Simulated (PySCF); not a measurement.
C8H9B.
Geometry (PBE0-D3(BJ)/def2-SVP, Å), atoms numbered from 1 in this order:
```xyz
18
C8H9B angstrom
C      3.4801    0.7719   -1.3211
C      3.3083   -0.0523   -0.4455
C      3.1415   -1.0182    0.5754
C      1.9503   -1.3811    1.1141
C      0.7056   -0.8397    0.7246
C     -0.3771   -0.3715    0.3908
B     -1.7076    0.2321   -0.0559
C     -3.0387   -0.2943    0.5982
C     -1.7249    1.3809   -1.1287
H      3.6220    1.5026   -2.0958
H      4.0503   -1.5032    0.9479
H      1.9517   -2.1448    1.8994
H     -3.9552    0.1040    0.1392
H     -3.0367   -0.0046    1.6653
H     -3.0803   -1.3959    0.5991
H     -2.3713    1.0839   -1.9737
H     -2.2159    2.2698   -0.6923
H     -0.7402    1.6746   -1.5158
```

Computed at PBE0/pcSseg-1 (PySCF, non-relativistic), with Q(11B) = 0.04059 b: B7, 11B (I = 3/2): χzz = 5.117 MHz, η = 0.207.

(1) Find the zero-field quadrupole resonance frequencies of 11B at B7.

Answers

(1) From ν = (|χ|/2)√(1 + η²/3): ν = 2.577 MHz (three-coordinate boron).

In a crystal, neighbours and librations shift these lines. Geometry: PBE0-D3(BJ)/def2-SVP; no solvent, vibrations or thermal averaging. These gradients aren't converged with respect to the basis.
